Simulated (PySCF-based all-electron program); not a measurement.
CuCl, singlet: squeezing and stretching

All-electron Kohn–Sham DFT on the free molecule, computed near the basis limit with an in-house program on PySCF integrals; Koelling–Harmon scalar relativity, no spin–orbit coupling, spin-restricted. Forces are good to about 0.008 eV/Å. A positive force pushes the atoms apart.

```
  r (Å)  LDA (eV/Å)  PBEsol (eV/Å)  PBE (eV/Å)
1.84608       3.565          4.025       4.551
 2.0512      -0.925         -0.588           ?
2.25632           –              –           ?
```

What does PBE give at the lengths left open?

2.0512 Å: -0.198 eV/Å; 2.25632 Å: -1.926 eV/Å.

Between which listed lengths does the PBE force vanish, and at which of the two is it smaller?

Between 1.846 and 2.051 Å. The force is smaller at 2.051 Å.

At 2.0512 Å, order the functionals from the one that pulls the atoms together most to the one that pushes them apart most.

LDA (-0.925), PBEsol (-0.588), PBE (-0.198).
